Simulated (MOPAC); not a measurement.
MOPAC input (PM7):

```
PM7 PRECISE GNORM=0.05 LET XYZ UHF MS=0.5 GEO-OK AUX(PRECISION=9) THREADS=1
C2HClF

C     0.05865618 1   -0.88037539 1    0.07896597 1
C    -1.20765746 1   -0.54490941 1    0.10147258 1
F    -1.80648215 1    0.60630057 1    0.02029001 1
Cl    1.33991758 1    0.29425739 1   -0.08387619 1
H     0.37374817 1   -1.90737191 1    0.16065381 1
```

Output:

```
 *******************************************************************************
 **                                                                           **
 **                              MOPAC v23.2.5                                **
 **                                                                           **
 *******************************************************************************
 ** MOPAC's Digital Object Identifier: https://doi.org/10.5281/zenodo.6511958 **
 **                                                                           **
 ** Please cite the open-source release paper for use of this MOPAC version:  **
 ** J. E. Moussa and J. J. P. Stewart (2026)                                  **
 ** MOPAC: An open-source semiempirical molecular orbital program             **
 ** J. Open Source Softw., 11(119), 8025, https://doi.org/10.21105/joss.08025 **
 *******************************************************************************

                              PM7 CALCULATION RESULTS

 *******************************************************************************
 *  PM7        - The PM7 Hamiltonian to be used
 *  GEO-OK     - OVERRIDE INTERATOMIC DISTANCE AND OTHER SAFETY CHECKS
 *  UHF        - UNRESTRICTED HARTREE-FOCK CALCULATION
 *  MS=        - IN MECI, MAGNETIC COMPONENT OF SPIN =  0.5
 *  LET        - OVERRIDE SOME SAFETY CHECKS
 *  PRECISE    - TIGHTER CRITERIA TO BE USED
 *  XYZ        - CARTESIAN COORDINATE SYSTEM TO BE USED
 *  GNORM      - EXIT WHEN GRADIENT NORM DROPS BELOW 0.050
 *  AUX        - OUTPUT AUXILIARY INFORMATION
 *******************************************************************************
PM7 PRECISE GNORM=0.05 LET XYZ UHF MS=0.5 GEO-OK AUX(PRECISION=9) THREADS=1
 C2HClF

   ATOM   CHEMICAL          X               Y               Z
  NUMBER   SYMBOL      (ANGSTROMS)     (ANGSTROMS)     (ANGSTROMS)

     1       C          0.05865618  *  -0.88037539  *   0.07896597  *
     2       C         -1.20765746  *  -0.54490941  *   0.10147258  *
     3       F         -1.80648215  *   0.60630057  *   0.02029001  *
     4      Cl          1.33991758  *   0.29425739  *  -0.08387619  *
     5       H          0.37374817  *  -1.90737191  *   0.16065381  *

          CARTESIAN COORDINATES

    NO.       ATOM           X           Y           Z

     1         C          0.0587     -0.8804      0.0790
     2         C         -1.2077     -0.5449      0.1015
     3         F         -1.8065      0.6063      0.0203
     4        Cl          1.3399      0.2943     -0.0839
     5         H          0.3737     -1.9074      0.1607

 General Reference for PM7:
 "Optimization of Parameters for Semiempirical Methods VI: More Modifications to the
 NDDO Approximations and Re-optimization of Parameters", J. J. P. Stewart, J. Mol. Mod., 1:32, 19 (2013)
 https://link.springer.com/article/10.1007/s00894-012-1667-x

           Empirical Formula: C2 H F Cl  =     5 atoms

      MOLECULAR POINT GROUP   :   Cs

          UHF CALCULATION, NO. OF ALPHA ELECTRONS =   12
                           NO. OF BETA  ELECTRONS =   11

          Geometry optimization using EF

          DIAGONAL MATRIX USED AS START HESSIAN

 CYCLE:     1  GRAD.:   172.946 HEAT:  12.97604
 CYCLE:     2  GRAD.:   563.331 HEAT:  63.18773
 CYCLE:     3  GRAD.:   287.033 HEAT:  53.16767
 CYCLE:     4  GRAD.:   301.210 HEAT:  17.10860
 CYCLE:     5  GRAD.:   199.463 HEAT:  20.97949
 CYCLE:     6  GRAD.:   249.739 HEAT:  22.07660
 CYCLE:     7  GRAD.:   284.069 HEAT:  20.94210
 CYCLE:     8  GRAD.:   111.119 HEAT:  17.79924
 CYCLE:     9  GRAD.:   100.530 HEAT:  11.34637
 CYCLE:    10  GRAD.:   222.642 HEAT:  12.42910
 CYCLE:    11  GRAD.:    65.100 HEAT:  10.27815
 CYCLE:    12  GRAD.:    25.758 HEAT:  9.990303
 CYCLE:    13  GRAD.:    39.945 HEAT:  9.978002
 CYCLE:    14  GRAD.:     3.868 HEAT:  9.920929
 CYCLE:    15  GRAD.:     1.836 HEAT:  9.916957
 CYCLE:    16  GRAD.:     2.653 HEAT:  9.913254
 CYCLE:    17  GRAD.:     0.763 HEAT:  9.911546
 CYCLE:    18  GRAD.:     0.246 HEAT:  9.911531
 CYCLE:    19  GRAD.:     0.016 HEAT:  9.911527

     GRADIENT =  0.01586 IS LESS THAN CUTOFF =  0.05000

 -------------------------------------------------------------------------------
 PM7 PRECISE GNORM=0.05 LET XYZ UHF MS=0.5 GEO-OK AUX(PRECISION=9) THREADS=1
 C2HClF

     GEOMETRY OPTIMISED USING EIGENVECTOR FOLLOWING (EF).
     SCF FIELD WAS ACHIEVED

                              PM7 CALCULATION
                                                       MOPAC v23.2.5 Linux

          FINAL HEAT OF FORMATION =          9.91153 KCAL/MOL =      41.46983 KJ/MOL

          COSMO AREA              =         97.74 SQUARE ANGSTROMS
          COSMO VOLUME            =         81.36 CUBIC ANGSTROMS

          GRADIENT NORM           =          0.01586          =       0.00709 PER ATOM
          IONIZATION POTENTIAL    =         10.409344 EV
          ALPHA SOMO LUMO (EV)    =        -10.519 -0.060
          BETA  SOMO LUMO (EV)    =        -10.409 -1.307
          NO. OF ALPHA ELECTRONS  =         12
          NO. OF BETA  ELECTRONS  =         11
          MOLECULAR WEIGHT        =         79.4813         POINT GROUP:  Cs

          MOLECULAR DIMENSIONS (Angstroms)

            Atom       Atom       Distance
            H     5    F     3     3.39376
           Cl     4    C     2     2.35723
            C     2    H     5     0.00000

          SCF CALCULATIONS        =         20

   ATOM   CHEMICAL          X               Y               Z
  NUMBER   SYMBOL      (ANGSTROMS)     (ANGSTROMS)     (ANGSTROMS)

     1       C          0.08619440  *  -0.89053977  *   0.07874195  *
     2       C         -1.16645510  *  -0.46988065  *   0.09278936  *
     3       F         -1.86603445  *   0.59318136  *   0.02402166  *
     4      Cl          1.33626107  *   0.26730714  *  -0.08122834  *
     5       H          0.41668867  *  -1.91449237  *   0.15949697  *

                             CARTESIAN COORDINATES

   1    C        0.086194400    -0.890539773     0.078741953
   2    C       -1.166455097    -0.469880650     0.092789357
   3    F       -1.866034448     0.593181359     0.024021663
   4   Cl        1.336261071     0.267307139    -0.081228344
   5    H        0.416688666    -1.914492370     0.159496965

           Empirical Formula: C2 H F Cl  =     5 atoms

      MOLECULAR POINT GROUP   :   Cs

          ALPHA EIGENVALUES
 -42.89087 -28.31703 -24.88595 -20.68944 -18.06033 -17.81408 -16.79862 -15.46117
 -12.85705 -11.54509 -10.74300 -10.51947  -0.06012   0.71158   2.45632   4.31599
   5.12197  68.94788  68.98233  69.01497  69.23761  69.25252

           BETA EIGENVALUES
 -42.69926 -28.10997 -24.38679 -20.48655 -17.81303 -17.76719 -16.67188 -15.14802
 -12.92507 -11.42972 -10.40934  -1.30660   0.32124   1.16304   2.53765   4.57521
   5.17918  69.02364  69.06492  69.07915  69.23459  69.25470

              NET ATOMIC CHARGES AND DIPOLE CONTRIBUTIONS

  ATOM NO.   TYPE          CHARGE      No. of ELECS.   s-Pop       p-Pop       d-Pop
    1          C          -0.261644        4.2616     1.11497     3.14667
    2          C           0.183820        3.8162     1.23475     2.58143
    3          F          -0.088936        7.0889     1.95943     5.12951
    4         Cl          -0.038142        7.0381     1.98166     5.05068     0.00580
    5          H           0.204902        0.7951     0.79510
 DIPOLE           X         Y         Z       TOTAL
 POINT-CHG.    -0.176    -1.482     0.145     1.500
 HYBRID        -0.178     0.509    -0.040     0.541
 SUM           -0.354    -0.973     0.105     1.041

          ATOMIC ORBITAL ELECTRON POPULATIONS

     Atom    s        px        py        pz      x^2-y^2     xz        z^2       yz        xy
    1  C   1.11497   0.91117   1.05028   1.18522
    2  C   1.23475   0.89296   0.79937   0.88910
    3  F   1.95943   1.72952   1.45095   1.94904
    4 Cl   1.98166   1.50016   1.58697   1.96355   0.00165   0.00047   0.00109   0.00027   0.00232
    5  H   0.79510

                    (SZ)    =    0.500000
                    (S**2)  =    0.785128

          ATOMIC ORBITAL SPIN POPULATIONS

    Atom   Total    s     px     py     pz   x^2-y^2  xz     z^2    yz     xy
         Atomic
    1  C -0.1873  0.009 -0.013 -0.020 -0.164
    2  C  1.0170  0.156  0.346  0.343  0.171
    3  F  0.0688  0.001 -0.002  0.061  0.009
    4 Cl  0.0907 -0.001  0.083  0.018 -0.009 -0.000 -0.000 -0.000 -0.000 -0.000
    5  H  0.0106  0.011

 **********************
 *                    *
 * JOB ENDED NORMALLY *
 *                    *
 **********************

 == MOPAC DONE ==
```

The geometry given is a B3LYP-D3(BJ)/def2-TZVP minimum.
